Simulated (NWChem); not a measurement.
Correlation energy of ClGa

```
Ga
Cl 1 2.2332
```
Charge 0, spin multiplicity 1.

Everything below was run with NWChem. The geometry was optimised at B3LYP/def2-SVP, a minimum by its harmonic frequencies.

Basis set: STO-3G. Each correlation energy counts from its own Hartree-Fock reference.

```tsv
method	correlation energy (mHa)	remark	difference from CCSD(T)
MP2	-41.8	-	+149.2
SCS-MP2	-43.2	-	+147.8
CCSD	-54.9	-	+136.0
CCSD+T(CCSD)	-235.1	-	-44.1
CCSD(T)	-191.0	-	0.0
CR-CCSD[T]	-253.2	large amplitudes	-62.2
CR-CCSD(T)	-202.7	large amplitudes	-11.7
```

The values span 211.3 mHa, from CR-CCSD[T] (lowest) to MP2 (highest). 

The Hamiltonian is non-relativistic. The correlated methods keep 14 core orbitals frozen. The structure started from a generated list of species. No row is a measurement; the coupled-cluster row has its own basis-set and correlation limits.
